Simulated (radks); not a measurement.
Results of a calculation; reference values are marked as such.
Effect of the nuclear size on the promethium ion Pm+, [Xe] 4f5 6s1. Level of theory: Dirac Kohn-Sham, exchange-only LDA, spin-unpolarised, spherical densities, finite nucleus; open shells are shared between the two j in proportion to 2j + 1; Fermi nuclear charge, rms radius 4.962 fm (a radial shooting solver on a logarithmic mesh with Libxc functionals). The rms radius is varied about that value; shifts are against it.

rms radius (fm),total energy shift (eV),density at nucleus (e/bohr^3),1s1/2 shift (meV),2s1/2 shift (meV),5s1/2 shift (meV),5p1/2 shift (meV),6s1/2 shift (meV),4f7/2 shift (meV)
4.1532,-4.38,5.112e+05,-1810,-228,-1.75,0.152,-0.160,0.283
4.7288,-1.32,4.962e+05,-549,-68.8,-0.529,0.046,-0.048,0.086
4.962,0,4.907e+05,0.000,0.000,0.000,0.000,0.000,0.000
5.349,2.31,4.823e+05,955,120,0.921,-0.080,0.084,-0.149
5.7311,4.71,4.747e+05,1950,245,1.88,-0.163,0.172,-0.305

Slopes of the eigenvalues against <r^2> in GHz/fm^2, as finite differences over the two radii next to the reference (eigenvalue slopes, not the field-shift constants of lines): 1s1/2 58200, 2s1/2 7300, 5s1/2 56.1, 5p1/2 -4.86, 6s1/2 5.12, 4f7/2 -9.09.
